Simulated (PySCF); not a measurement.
**Electron correlation in Tl⁻ (thallium, charge -1)**

Starting occupation: [Xe] 4f14 5d10 6s2 6p2, 6p1/2 with m_j = -1/2, +1/2. All numbers are calculated (PySCF 2.14, X2C-1e with screened-nucleus spin-orbit coupling, Gaussian nucleus, in x2c-TZVPPall-2c with one added diffuse shell each of s, p, d, f type (12s12p10d4f, 126 functions)). Frozen: [Kr] 4d10 4f14; 22 electrons correlated; the 40 highest virtual spinors left out.

MP2 pair energies summed by pair of shells (mhartree):

| pair | energy | share (%) |
| --- | --- | --- |
| 5d3/2-5d5/2 | -115.28 | 21.8 |
| 5d5/2-5d5/2 | -82.57 | 15.6 |
| 5d5/2-6s1/2 | -47.95 | 9.1 |
| 5d3/2-5d3/2 | -33.91 | 6.4 |
| 5d5/2-5p3/2 | -33.88 | 6.4 |
| 5d3/2-6s1/2 | -30.47 | 5.8 |
| 5d3/2-5p3/2 | -23.77 | 4.5 |
| 6p1/2-6s1/2 | -17.29 | 3.3 |
| 5d5/2-6p1/2 | -15.52 | 2.9 |
| 5d5/2-5p1/2 | -15.07 | 2.9 |
| 6s1/2-6s1/2 | -14.28 | 2.7 |
| 5p3/2-5p3/2 | -11.43 | 2.2 |
| 6p1/2-6p1/2 | -11.34 | 2.1 |
| 5d3/2-6p1/2 | -10.37 | 2.0 |
| 5p1/2-5p3/2 | -10.36 | 2.0 |
| 5d3/2-5p1/2 | -10.03 | 1.9 |
| 5d5/2-5s1/2 | -9.15 | 1.7 |
| 5p3/2-5s1/2 | -7.84 | 1.5 |
| 5p3/2-6s1/2 | -6.64 | 1.3 |
| 5d3/2-5s1/2 | -6.22 | 1.2 |
| 5p1/2-5s1/2 | -3.73 | 0.7 |
| 5p1/2-5p1/2 | -2.72 | 0.5 |
| 5p1/2-6s1/2 | -2.31 | 0.4 |
| 5s1/2-5s1/2 | -2.16 | 0.4 |
| 5p3/2-6p1/2 | -1.91 | 0.4 |
| 5s1/2-6s1/2 | -0.77 | 0.1 |
| 5p1/2-6p1/2 | -0.55 | 0.1 |
| 5s1/2-6p1/2 | -0.19 | 0.0 |

Total MP2 correlation energy: -527.70 mhartree.

The virtual space was cut to 106 spinors, which keep -521.45 of the -527.70 mhartree of MP2 correlation.

```csv
level,correlation energy (mhartree)
CCSD,-486.89
```

Diagnostics: T1 = 0.013, largest double amplitude 0.110.

Cost of the coupled-cluster step: 520 s of wall time on 4 threads of Neoverse-V1 (shared host), for 22 occupied and 106 virtual spinors.

Iterations:

```
Init t2, MP2 energy = -0.521450011509345
CCSD nocc = 22, nmo = 128
Init t2, MP2 energy = -0.521450011509345
Init E_corr(GCCSD) = -0.521450011509345
cycle = 1  E_corr(GCCSD) = -0.469379286792444  dE = 0.0520707247  norm(t1,t2) = 0.0946983
cycle = 2  E_corr(GCCSD) = -0.48694164522834  dE = -0.0175623584  norm(t1,t2) = 0.0320607
cycle = 3  E_corr(GCCSD) = -0.484985974563251  dE = 0.00195567067  norm(t1,t2) = 0.0181155
cycle = 4  E_corr(GCCSD) = -0.486899624342264  dE = -0.00191364978  norm(t1,t2) = 0.0116374
cycle = 5  E_corr(GCCSD) = -0.48707829440964  dE = -0.000178670067  norm(t1,t2) = 0.0046403
cycle = 6  E_corr(GCCSD) = -0.4868776694627  dE = 0.000200624947  norm(t1,t2) = 0.0019194
cycle = 7  E_corr(GCCSD) = -0.486888816395297  dE = -1.11469326e-05  norm(t1,t2) = 0.000469645
cycle = 8  E_corr(GCCSD) = -0.486909187174474  dE = -2.03707792e-05  norm(t1,t2) = 0.000230308
cycle = 9  E_corr(GCCSD) = -0.486892921320108  dE = 1.62658544e-05  norm(t1,t2) = 9.31639e-05
cycle = 10  E_corr(GCCSD) = -0.486894764931137  dE = -1.84361103e-06  norm(t1,t2) = 4.77822e-05
cycle = 11  E_corr(GCCSD) = -0.486894205018256  dE = 5.59912881e-07  norm(t1,t2) = 9.01119e-06
cycle = 12  E_corr(GCCSD) = -0.486894472273359  dE = -2.67255104e-07  norm(t1,t2) = 2.6719e-06
cycle = 13  E_corr(GCCSD) = -0.486894403153191  dE = 6.91201681e-08  norm(t1,t2) = 1.13888e-06
cycle = 14  E_corr(GCCSD) = -0.486894353027977  dE = 5.01252143e-08  norm(t1,t2) = 4.42323e-07
cycle = 15  E_corr(GCCSD) = -0.486894351420705  dE = 1.60727154e-09  norm(t1,t2) = 1.99117e-07
GCCSD converged
E(GCCSD) = -20265.613458592  E_corr = -0.4868943514207054
```

This basis was not built for core-valence correlation, so the inner-shell part is incomplete.
